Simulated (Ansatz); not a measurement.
`C[SiH2]C=N` → `[CH2]` (triplet) + `N=C[SiH3]` at 298.15 K and 1 bar (formal loss of a carbene).

Computed with Ansatz on PBE0-D4/def2-TZVP structures; ΔE is electronic, products minus reactants. CBS: MP2 limit from def2 TZ/QZ plus the TZ coupled-cluster correction, frozen cores. This one scheme is used for every species. Triplets are unrestricted, without spin–orbit coupling. Each species was taken in one conformer, which may not be the lowest.

```json
{"species": "`C[SiH2]C=N`", "CCSD(T)/CBS energy (Eh)": "-424.07596", "H − E (kJ/mol)": "241.8", "S (J/(mol·K))": "324.5"}
{"species": "`[CH2]` (triplet)", "CCSD(T)/CBS energy (Eh)": "-39.09499", "H − E (kJ/mol)": "55.4", "S (J/(mol·K))": "195.3"}
{"species": "`N=C[SiH3]`", "CCSD(T)/CBS energy (Eh)": "-384.79808", "H − E (kJ/mol)": "160.3", "S (J/(mol·K))": "287.4"}
```

H − E and S are ideal-gas, rigid-rotor, harmonic terms from PBE0-D4/def2-TZVP, for one conformer and one mirror image of each species, with the whole ground term of open shells counted as degenerate. 1 Eh = 2625.50 kJ/mol, R = 8.31446 J/(mol·K).

Problem. By hand: ΔE, ΔH, ΔS and ΔG.

Solution. ΔE = (-39.09499) + (-384.79808) − (-424.07596) = 0.18289 Eh = 480.2 kJ/mol. Δ(H − E) = 55.4 + 160.3 − 241.8 = -26.1, so ΔH = 454.1 kJ/mol. ΔS = 195.3 + 287.4 − 324.5 = 158.2 J/(mol·K). ΔG = 454.1 − 298.15 × (158.2)/1000 = 406.9 kJ/mol.

Problem. By hand: the equilibrium constant, and the temperature at which ΔG would vanish if ΔH and ΔS stayed fixed.

Solution. log₁₀ K = −ΔG/(RT ln 10) = -71.3. ΔG = 0 at ΔH/ΔS = 2870 K, far beyond where these terms or the molecules hold.

The number of gas molecules changes by +1, which sets the sign of ΔS. A doubt of 5 kJ/mol in ΔE shifts log₁₀ K by 0.9 here. Other conformers and mirror images would add mixing entropy, several J/(mol·K) or more a flexible species. A triplet takes part, so the spin changes. These are equilibria of isolated gas molecules and say nothing of rates. Largest T1 diagnostic: 0.012 (customary marks: 0.02 for closed shells, 0.045 for open ones).
